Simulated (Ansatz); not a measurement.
Zn(SH)(OSiH3) (H₄OSSiZn), SMILES [SH][Zn][O][SiH3]. Atoms are numbered in the order given.

```xyz
8

Zn    -0.2883     0.3286     0.2258
S     -1.8083     1.0799     1.5662
H     -0.9241     1.2516     2.5757
O      0.9535    -0.2079    -0.9110
Si     1.7180    -1.5509    -1.4637
H      0.7563    -2.5360    -2.0616
H      2.4541    -2.2645    -0.3671
H      2.7103    -1.1765    -2.5168
```
Charge 0, spin multiplicity 1.

Geometry optimised at PBE0-D3(BJ)/def2-SVP. Other conformers were not sampled.

Two levels are set side by side: PBE-D3(BJ)/def2-SVP (Ansatz, an electronic-structure program) and PBE0-D3(BJ)/def2-SVP (Ansatz). Each level has its own optimised geometry; the coordinates shown are those of the second. Differences are taken from unrounded values.

```
quantity              PBE0-D3(BJ)
--------------------  -----------
mean bond length (Å)        1.631
bond Zn1–S2 (Å)             2.161
bond Zn1–O4 (Å)             1.767
bond O4–Si5 (Å)             1.641
bond S2–H3 (Å)              1.353
bond Si5–H6 (Å)             1.501
bond Si5–H7 (Å)             1.501
bond Si5–H8 (Å)             1.495
```

Question: What does PBE-D3(BJ) give, and how far is it from PBE0-D3(BJ)? (Estimate from the structure and the level; the computed values follow.)

Answer: 
```json
[
 {"quantity": "mean bond length (Å)", "PBE-D3(BJ)": "1.644", "PBE-D3(BJ) minus PBE0-D3(BJ)": "0.012"},
 {"quantity": "bond Zn1–S2 (Å)", "PBE-D3(BJ)": "2.167", "PBE-D3(BJ) minus PBE0-D3(BJ)": "0.005"},
 {"quantity": "bond Zn1–O4 (Å)", "PBE-D3(BJ)": "1.782", "PBE-D3(BJ) minus PBE0-D3(BJ)": "0.015"},
 {"quantity": "bond O4–Si5 (Å)", "PBE-D3(BJ)": "1.663", "PBE-D3(BJ) minus PBE0-D3(BJ)": "0.022"},
 {"quantity": "bond S2–H3 (Å)", "PBE-D3(BJ)": "1.365", "PBE-D3(BJ) minus PBE0-D3(BJ)": "0.012"},
 {"quantity": "bond Si5–H6 (Å)", "PBE-D3(BJ)": "1.512", "PBE-D3(BJ) minus PBE0-D3(BJ)": "0.011"},
 {"quantity": "bond Si5–H7 (Å)", "PBE-D3(BJ)": "1.513", "PBE-D3(BJ) minus PBE0-D3(BJ)": "0.011"},
 {"quantity": "bond Si5–H8 (Å)", "PBE-D3(BJ)": "1.505", "PBE-D3(BJ) minus PBE0-D3(BJ)": "0.010"}
]
```

GGA bonds tend to be longer and softer than those of functionals with exact exchange. Differences between two approximate levels are no errors against the true value.
